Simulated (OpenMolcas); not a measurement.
Pr I.

```
Program             : OpenMolcas
Method              : CASSCF
Basis               : ANO-RCC-VQZP [9s8p6d4f3g2h]
Scalar Hamiltonian  : DKH2, point nucleus
Active space        : 3 electrons in 7 orbitals (4f)
State averaging     : 2S+1 = 4 odd, 35 roots; 2S+1 = 2 odd, 112 roots (89 in the spin-orbit step)
Spin-orbit coupling : state interaction with AMFI integrals over the reference wave functions, term energies averaged over their components
```

Levels without dynamic correlation, in cm⁻¹ above 4f³ 6s² ⁴I°_9/2:

| Level | E |
| --- | --- |
| 4f³ 6s² ⁴F°_3/2 | 13393 |
| 4f³ 6s² ²H°_9/2(1) | 13467 |
| 4f³ 6s² ⁴S°_3/2 | 14888 |
| 4f³ 6s² ²G°_7/2 | 18444 |
| 4f³ 6s² ²K°_13/2 | 20246 |
| 4f³ 6s² ⁴G°_5/2 | 20511 |

On this reference, MS-CASPT2, IPEA 0.25 Eh, imaginary shift 0.1 Eh (closed shells correlated: 5s 5p 6s) puts 4f³ 6s² ⁴F°_3/2 at 11090 cm⁻¹.

Question: Estimate the other levels at that method by one scale factor, and say how well it serves.

Answer: The factor is 11090 / 13393 = 0.828. Scaled values beside those that MS-CASPT2 gives:
| Level | Scaled | MS-CASPT2 | Miss (%) |
| --- | --- | --- | --- |
| 4f³ 6s² ²H°_9/2(1) | 11151 | 9850 | +13.2 |
| 4f³ 6s² ⁴S°_3/2 | 12327 | 12410 | -0.7 |
| 4f³ 6s² ²G°_7/2 | 15272 | 14740 | +3.6 |
| 4f³ 6s² ²K°_13/2 | 16764 | 16680 | +0.5 |
| 4f³ 6s² ⁴G°_5/2 | 16983 | 17440 | -2.6 |
For these levels the scaled values miss MS-CASPT2 by up to 13.2 %, as correlation changes each term by its own factor, spin-orbit parts do not scale and CASPT2 has its own spread within terms. This holds within one configuration; levels of others move differently, and the target method has errors of its own against measurement.

CASPT2 breaks the degeneracy within a term, and the mean is taken; among the terms shown or strongly mixed into the levels shown the widest spread is 1500 cm-1 (4f³ 6s² ⁴I°, MS-CASPT2). High states are left out of the spin-orbit mixing, which shifts the levels that they would mix with. With the s shell closed, the reference lacks s² → p² mixing. Without dynamic correlation excited terms often stand tens of per cent too high (terms of higher spin than the ground term too low), and those without a measured partner can miss by more than the paired ones (holds for CASSCF). Blocks of more than 70 roots (2S+1 = 2 odd) ran without multistate coupling (holds for MS-CASPT2). The CASPT2 spread within a term exceeds the gap to the next term for 4f³ 6s² ⁴S° and 4f³ 6s² ⁴F°, so the order of their levels is uncertain, and so are names and mixing where such terms share a J (holds for MS-CASPT2). Only configurations of the active space appear.

A number in round brackets counts repeated terms of one configuration in the order of the reference energies. ° marks odd parity.
